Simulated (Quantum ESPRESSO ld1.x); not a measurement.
Values are calculated unless marked as measured or tabulated.
ld1.x (Quantum ESPRESSO 7.5) input

```
 &input
    atom='Br',
    iswitch=1,
    rel=0,
    lsd=1,
    dft='PZ',
    config='[Ar] 3d8',
    verbosity='high',
    prefix='ld1',
    max_out_wfc=37,
    file_charge='ld1.rho',
 /
```

It prints (banner and zero overlaps left out):

```
     Program LD1 v.7.5 starts

     --------------------------- All-electron run ----------------------------

     atomic number is 35.00
     dft =PZ   lsd =1 sic =0 latt =0  beta=0.20 tr2=1.0E-14
     Exchange-correlation= PZ
                           (   1   1   0   0   0   0   0)
     mesh =1897 r(mesh) = 100.75098 a.u. xmin = -7.00 dx = 0.00800
     1 Ry =  13.60569312 eV

     n l     nl                  e(Ry)          e(Ha)          e(eV)
     1 0     1S 1( 1.00)    -974.743125473    -487.371562736 -13262.0558389
     2 0     2S 1( 1.00)    -137.803178277     -68.901589139  -1874.9077550
     2 1     2P 1( 3.00)    -125.744029285     -62.872014642  -1710.8346745
     3 0     3S 1( 1.00)     -30.181277213     -15.090638607   -410.6371958
     3 1     3P 1( 3.00)     -25.941156969     -12.970578484   -352.9474210
     3 2     3D 1( 5.00)     -18.382929491      -9.191464746   -250.1124974
     1 0     1S 2( 1.00)    -974.739403920    -487.369701960 -13262.0052046
     2 0     2S 2( 1.00)    -137.620392140     -68.810196070  -1872.4208229
     2 1     2P 2( 3.00)    -125.605860535     -62.802930267  -1708.9547929
     3 0     3S 2( 1.00)     -29.941684716     -14.970842358   -407.3773738
     3 1     3P 2( 3.00)     -25.700649984     -12.850324992   -349.6751567
     3 2     3D 2( 3.00)     -18.125026327      -9.062513163   -246.6035460

     final scf error:  1.1E-15 reached in  21 iterations

     Etot =   -5083.310822 Ry,   -2541.655411 Ha,  -69161.967098 eV
     Total magnetization:    2.00 Bohr mag.

     Ekin =    5079.529420 Ry,    2539.764710 Ha,   69110.518504 eV
     Encl =  -11795.647736 Ry,   -5897.823868 Ha, -160487.963279 eV
     Eh   =    1796.231075 Ry,     898.115538 Ha,   24438.968785 eV
     Exc  =    -163.423582 Ry,     -81.711791 Ha,   -2223.491108 eV

     normalization and overlap integrals

     s(1S/1S) =  1.000000  <r> =   0.0437  <r2> =    0.0026  r(max) =   0.0288
     s(2S/2S) =  1.000000  <r> =   0.1939  <r2> =    0.0442  r(max) =   0.1634
     s(2P/2P) =  1.000000  <r> =   0.1672  <r2> =    0.0341  r(max) =   0.1296
     s(3S/3S) =  1.000000  <r> =   0.5487  <r2> =    0.3448  r(max) =   0.4890
     s(3P/3P) =  1.000000  <r> =   0.5486  <r2> =    0.3500  r(max) =   0.4774
     s(3D/3D) =  1.000000  <r> =   0.5367  <r2> =    0.3468  r(max) =   0.4134
     s(1S/1S) =  1.000000  <r> =   0.0437  <r2> =    0.0026  r(max) =   0.0288
     s(2S/2S) =  1.000000  <r> =   0.1938  <r2> =    0.0442  r(max) =   0.1634
     s(2P/2P) =  1.000000  <r> =   0.1671  <r2> =    0.0341  r(max) =   0.1286
     s(3S/3S) =  1.000000  <r> =   0.5499  <r2> =    0.3463  r(max) =   0.4890
     s(3P/3P) =  1.000000  <r> =   0.5501  <r2> =    0.3520  r(max) =   0.4774
     s(3D/3D) =  1.000000  <r> =   0.5397  <r2> =    0.3511  r(max) =   0.4134

     ------------------------ End of All-electron run ------------------------
```

Run on one thread of a shared host, so times are rough (Intel(R) Xeon(R) Processor @ 2.60GHz): 0.59 s of CPU time, 0.63 s wall, 21 iterations on 1897 mesh points.
